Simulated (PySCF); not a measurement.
C₃H₉NSi.
Cartesian coordinates in Å at the GFN2-xTB level; atoms count from 1:
```xyz
14
C3H9NSi angstrom
C      2.1999   -0.7102    0.2837
C      1.3139    0.4286   -0.2169
C     -0.0917    0.2737    0.2660
N     -1.0720    0.3260   -0.5070
Si    -2.7733    0.1957   -0.3201
H      2.1921   -0.7525    1.3712
H      1.8443   -1.6632   -0.1008
H      3.2246   -0.5649   -0.0484
H      1.3166    0.4721   -1.3065
H      1.6981    1.3783    0.1681
H     -0.1841    0.1079    1.3501
H     -3.2676    1.4793   -0.8123
H     -3.2774   -0.0456    1.0394
H     -3.1240   -0.9255   -1.1886
```

Method used: TDDFT wB97X-D/def2-SVPD, vertical, gas phase, core orbitals frozen in the response (PySCF 2.14.0, density-fitted response routines).

Ground-to-excited transition dipoles (e·a0, same axes as the geometry; the sign carries no meaning), for the states with f of 0.002 or more among the lowest 8:

| state | E (eV) | μx | μy | μz |
| --- | --- | --- | --- | --- |
| S2 | 6.370 | -0.459 | -0.021 | -0.068 |
| S3 | 7.495 | -0.317 | 0.148 | -0.029 |
| S4 | 7.548 | 0.677 | 0.058 | 0.070 |
| S5 | 7.644 | -0.988 | 0.019 | -0.284 |
| S6 | 7.777 | -1.375 | 0.021 | -0.337 |
| S7 | 8.043 | -0.278 | -0.170 | 0.716 |
| S8 | 8.060 | -0.134 | 0.041 | 0.207 |

(1) What oscillator strength does each state have?

(2) What angle do the transition dipoles of S6 and S7 make?

(3) What peak molar absorption coefficient would the strongest computed level give as a lone Gaussian band 0.4 eV wide at half height?

## Answers

(1) f = (2/3) ΔE |μ|² with ΔE in hartree (27.2114 eV).

```
state  |μ|² (au)  |μ| (D)      f
   S2      0.215     1.18  0.034
   S3      0.123     0.89  0.023
   S4      0.466     1.74  0.086
   S5      1.057     2.61  0.198
   S6      2.005     3.60  0.382
   S7      0.618     2.00  0.122
   S8      0.063     0.64  0.012
```

(2) |cos θ| = |μa·μb| / (|μa| |μb|) = 0.12, so θ ≈ 83° (taken between 0 and 90°, since the signs are arbitrary).

(3) ε(max) = 2.175×10⁸ f / FWHM, with the width in cm⁻¹. S6: 2.175×10⁸ × 0.3819 / 3226 ≈ 26000 L mol⁻¹ cm⁻¹.

One conformer stands for the species.
